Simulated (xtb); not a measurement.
Br₃Sn (SMILES [Br][Sn]([Br])[Br]), doublet, geometry from GFN2-xTB (such geometries of metal compounds can be far from the true shape) (the spin is typed, not shown lowest); GFN1-xTB run with xtb.

Input for xtb:
```
$ xtb mol.xyz --gfn 1 --uhf 1 --etemp 10000 --json

# file mol.xyz
4

Sn    -0.30559618     0.27078947     0.55707516
Br    -1.69678763    -1.64465708    -0.53914098
Br     0.10094843     2.02068988    -1.33464601
Br     2.03240517    -0.76287491     1.07796533
```

The log (banner, timings and long lists left out):

```
   ID    Z sym.   atoms
    1   50 Sn     1
    2   35 Br     2-4

           -------------------------------------------------
          |                Calculation Setup                |
           -------------------------------------------------

           -------------------------------------------------
          |                 G F N 1 - x T B                 |
           -------------------------------------------------

          ...................................................
          :                      SETUP                      :
          :.................................................:
          :  # basis functions                  40          :
          :  # atomic orbitals                  36          :
          :  # shells                           12          :
          :  # electrons                        25          :
          :  # halogen bonds                     0          :
          :  max. iterations                   250          :
          :  Hamiltonian                  GFN1-xTB          :
          :  restarted?                      false          :
          :  GBSA solvation                  false          :
          :  PC potential                    false          :
          :  electronic temp.        10000.0000000     K    :
          :  accuracy                    1.0000000          :
          :  -> integral cutoff          0.2500000E+02      :
          :  -> integral neglect         0.1000000E-07      :
          :  -> SCF convergence          0.1000000E-05 Eh   :
          :  -> wf. convergence          0.2000000E-04 e    :
          :  Broyden damping             0.4000000          :
          :  net charge                          0          :
          :  unpaired electrons                  1          :
          ...................................................

 iter      E             dE          RMSdq      gap      omega  full diag
   1    -14.0100516 -0.140101E+02  0.614E+00    4.14       0.0  T
   2    -14.2025198 -0.192468E+00  0.686E+00    5.89       1.0  T
   3    -14.3139343 -0.111414E+00  0.329E+00    5.24       1.0  T
   4    -14.3190437 -0.510945E-02  0.152E+00    4.72       1.0  T
   5    -14.3309419 -0.118982E-01  0.135E-01    4.95       1.0  T
   6    -14.3310063 -0.643396E-04  0.100E-02    4.93       5.0  T
   7    -14.3310067 -0.449614E-06  0.216E-03    4.93      23.2  T
   8    -14.3310068 -0.194848E-07  0.359E-04    4.93     139.4  T
   9    -14.3310068 -0.188377E-09  0.287E-04    4.93     174.0  T
  10    -14.3310068 -0.332099E-09  0.247E-05    4.93    2027.7  T
  11    -14.3310068 -0.214939E-11  0.317E-08    4.93  100000.0  T

   *** convergence criteria satisfied after 11 iterations ***

         :::::::::::::::::::::::::::::::::::::::::::::::::::::
         ::                     SUMMARY                     ::
         :::::::::::::::::::::::::::::::::::::::::::::::::::::
         :: total energy             -14.324670613763 Eh    ::
         :: gradient norm              0.021513663127 Eh/a0 ::
         :: HOMO-LUMO gap              4.930667335706 eV    ::
         ::.................................................::
         :: SCC energy               -14.331006758231 Eh    ::
         :: -> electrostatic           0.005656918980 Eh    ::
         :: repulsion energy           0.008668370496 Eh    ::
         :: dispersion energy         -0.002332226029 Eh    ::
         :: halogen bond corr.         0.000000000000 Eh    ::
         :: add. restraining           0.000000000000 Eh    ::
         :: total charge               0.000000000000 e     ::
         :::::::::::::::::::::::::::::::::::::::::::::::::::::

           -------------------------------------------------
          |                Property Printout                |
           -------------------------------------------------

    * Orbital Energies and Occupations

         #    Occupation            Energy/Eh            Energy/eV
      -------------------------------------------------------------
         1        2.0000           -0.9326020             -25.3774
         2        2.0000           -0.7019609             -19.1013
         3        2.0000           -0.7019609             -19.1013
         4        2.0000           -0.6959622             -18.9381
         5        1.9432           -0.4699676             -12.7885
         6        1.9432           -0.4699676             -12.7885
         7        1.9053           -0.4527990             -12.3213
         8        1.8756           -0.4433637             -12.0645
         9        1.8756           -0.4433637             -12.0645
        10        1.8569           -0.4384213             -11.9301
        11        1.8569           -0.4384213             -11.9301
        12        1.8515           -0.4370920             -11.8939
        13        1.7072           -0.4114506             -11.1961 (HOMO)
        14        0.0765           -0.2302519              -6.2655 (LUMO)
        15        0.0473           -0.2142326              -5.8296
        16        0.0473           -0.2142326              -5.8296
        17        0.0022           -0.1155335              -3.1438
        18        0.0022           -0.1155335              -3.1438
        19        0.0014           -0.1008777              -2.7450
        20        0.0011           -0.0942876              -2.5657
        21        0.0011           -0.0942876              -2.5657
        22        0.0009           -0.0876507              -2.3851
        23        0.0009           -0.0875680              -2.3828
        24        0.0009           -0.0875680              -2.3828
       ...           ...                  ...                  ...
        36                          0.5837445              15.8845
      -------------------------------------------------------------
                  HL-Gap            0.1811987 Eh            4.9307 eV
             Fermi-level           -0.3451375 Eh           -9.3917 eV

  Mulliken/CM5 charges         n(s)   n(p)   n(d)
     1Sn    0.26980  0.24800   2.029  1.374  0.327
     2Br   -0.08993 -0.08267   1.975  5.099  0.016
     3Br   -0.08993 -0.08267   1.975  5.099  0.016
     4Br   -0.08993 -0.08267   1.975  5.099  0.016

Wiberg/Mayer (AO) data.
largest (>0.10) Wiberg bond orders for each atom

 ---------------------------------------------------------------------------
     #   Z sym  total        # sym  WBO       # sym  WBO       # sym  WBO
 ---------------------------------------------------------------------------
     1  50 Sn   2.315 --     4 Br   0.772     3 Br   0.772     2 Br   0.772
     2  35 Br   0.824 --     1 Sn   0.772
     3  35 Br   0.824 --     1 Sn   0.772
     4  35 Br   0.824 --     1 Sn   0.772
 ---------------------------------------------------------------------------

Topologies differ in total number of bonds
Writing topology from bond orders to xtbtopo.mol

 dipole moment from electron density (au)
     X       Y       Z
  -0.5761   0.5105   1.0503  total (Debye):    3.310

           -------------------------------------------------
          | TOTAL ENERGY              -14.324670613763 Eh   |
          | GRADIENT NORM               0.021513663127 Eh/α |
          | HOMO-LUMO GAP               4.930667335706 eV   |
           -------------------------------------------------

normal termination of xtb
```
